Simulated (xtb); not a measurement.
Sn(F)(OMe) (CH₃FOSn), SMILES C[O][Sn][F] (connectivity only; charge and spin as stated), neutral, multiplicity 1. All values are semi-empirical tight-binding results from xtb (GFN2-xTB unless named), good for trends rather than for accurate numbers. Geometry: GFN2-xTB. The values are those of a single conformer.

Optimised geometry:

```xyz
7

Sn    -0.0834     0.0383     0.6150
F     -1.8036     0.9992    -0.0998
O      0.9715    -0.5242    -0.9853
C      1.3673    -0.7274    -2.3242
H      1.5063     0.2305    -2.8276
H      2.3099    -1.2803    -2.3369
H      0.6087    -1.2982    -2.8616
```

A frequency run showed that this geometry is not a minimum.

For metal compounds this method's bond lengths and energies can be far off.

Computed properties:
The point group as xtb finds it is Cs. The orbital gap comes out as 4.19 eV.

**Question.** Give the atomic charges and the Wiberg bond orders between heavy atoms. (Estimate from the structure and the level; the computed values follow.)

**Answer.** charges (e) Sn1 0.61, F2 -0.36, O3 -0.42, C4 0.05, H5 0.04, H6 0.04, H7 0.04. Bond orders Sn1–F2 1.12, Sn1–O3 1.23, O3–C4 0.97.
